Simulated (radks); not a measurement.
The numbers below are computed, except where a source is named.
Valence configurations of In (all share [Kr]). Code: a radial shooting solver on a logarithmic mesh with Libxc functionals. Model: Dirac Kohn-Sham, PBE, spin-unpolarised, spherical densities, point nucleus; open shells fill j = l - 1/2 first. Energies are relative to 4d10 5s2 5p1; eigenvalues in eV.

valence,E (eV),e(4d3/2),e(4d5/2),e(5p1/2),e(5p3/2),e(5s1/2)
4d10 5s2 5p1,0.000,-18.968,-18.109,-2.641,-,-8.095
4d10 5s1.5 5p1.5,2.759,-19.730,-18.869,-2.984,-,-8.564
4d10 5s1 5p2,5.579,-20.451,-19.587,-3.303,-,-8.998
4d9.5 5s1.5 5p2,11.220,-22.398,-21.510,-3.551,-,-9.524
4d10 5p3,11.747,-22.004,-21.135,-3.990,-3.620,-
4d9 5s2 5p2,17.572,-24.391,-23.480,-3.806,-,-10.053
4d9 5s1.5 5p2.5,20.933,-25.160,-24.246,-4.153,-3.727,-10.513
4d9 5s1 5p3,24.357,-25.897,-24.982,-4.482,-4.037,-10.946
4d9 5p4,31.381,-27.299,-26.378,-5.092,-4.614,-
4d8 5p5,55.296,-32.626,-31.653,-6.167,-5.580,-

NIST lists [Kr] 4d10 5s2 5p1 as the ground configuration; this level of theory agrees among the configurations tried. The energies are those of spherical spin-averaged densities, not of single terms.
